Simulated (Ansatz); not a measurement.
Stepwise reaction of `[SiH3]B[SiH2][SiH3]` with ammonia, as a gas-phase model of exchange steps in deposition or etching. ΔE in kJ/mol.

Calculated with Ansatz (gas phase, PBE0-D4/def2-TZVP geometries, no zero-point term in ΔE). CCSD(T)/CBS adds triple-zeta CCSD(T) − MP2 to the extrapolated MP2 energy (def2 sets, frozen cores). This one scheme is used for every species. DFT in def2-TZVPP. B3LYP here is the variant with VWN-RPA as its local correlation; programs differ in this. One conformer a species, not always the lowest.

```
step                                               reaction  PBE-D4  B3LYP-D4  ωB97M-V  CCSD(T)/CBS
   1  `[SiH3]B[SiH2][SiH3]` + NH₃ → `NB[SiH2][SiH3]` + SiH₄  -149.4    -159.9   -163.0       -154.8
   2            `NB[SiH2][SiH3]` + NH₃ → `NB[SiH2]N` + SiH₄    -6.2     -24.6    -28.8        -23.9
```

Q: By hand: ΔE of the 2 steps together at CCSD(T)/CBS.

A: (-154.8) + (-23.9) = -178.7 kJ/mol, or -89.4 kJ/mol a step.

In ΔE each step is higher than the one before. All are downhill at CCSD(T)/CBS. PBE-D4 differs from CCSD(T)/CBS by 5.4 to 17.7 kJ/mol a step. Isolated molecules leave out the surface, adducts and barriers. Largest T1 diagnostic: 0.015.
